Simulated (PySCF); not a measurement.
C2H6GeO2. Atoms are numbered in the order given.

```xyz
11

C     -2.8526     0.5095    -1.0689
C     -1.7375    -0.0689    -0.6081
O     -0.8098     0.6015     0.1223
Ge     0.7578    -0.1547     0.5672
O      1.7624    -0.3279    -0.8827
H     -3.0568     1.5665    -0.8794
H     -3.5722    -0.0802    -1.6388
H     -1.5282    -1.1340    -0.8001
H      0.5237    -1.5921     1.0312
H      1.3348     0.8373     1.5774
H      1.9691     0.5215    -1.2959
```

Geometry optimised at r2SCAN-D4/def2-SVP. The structure was generated by enumeration, and PubChem lists no compound with its InChIKey, so it may never have been made. Other conformers were not sampled.

Computed with PBE/pcSseg-1 (PySCF).

GIAO shieldings, no solvent; atoms listed in one row are averaged. δ = σ(ref) − σ: ¹³C against TMS (σ = 182.0 ppm); ¹⁷O against H2O (σ = 334.3 ppm); ⁷³Ge against GeH4 (σ = 1614.4 ppm); ¹H against TMS (σ = 31.49 ppm), references at their B3LYP-D3(BJ)/def2-TZVP geometries, non-relativistic.

Computed chemical shifts:
```json
[
 {"nucleus": "¹³C", "atoms": "C2", "count": "1", "δ (ppm)": "158.4"},
 {"nucleus": "¹³C", "atoms": "C1", "count": "1", "δ (ppm)": "97.2"},
 {"nucleus": "¹⁷O", "atoms": "O3", "count": "1", "δ (ppm)": "189.4"},
 {"nucleus": "¹⁷O", "atoms": "O5", "count": "1", "δ (ppm)": "67.6"},
 {"nucleus": "⁷³Ge", "atoms": "Ge4", "count": "1", "δ (ppm)": "360.5"},
 {"nucleus": "¹H", "atoms": "H8", "count": "1", "δ (ppm)": "7.14"},
 {"nucleus": "¹H", "atoms": "H10", "count": "1", "δ (ppm)": "5.96"},
 {"nucleus": "¹H", "atoms": "H9", "count": "1", "δ (ppm)": "5.73"},
 {"nucleus": "¹H", "atoms": "H6", "count": "1", "δ (ppm)": "5.01"},
 {"nucleus": "¹H", "atoms": "H7", "count": "1", "δ (ppm)": "4.56"},
 {"nucleus": "¹H", "atoms": "H11", "count": "1", "δ (ppm)": "1.61"}
]
```
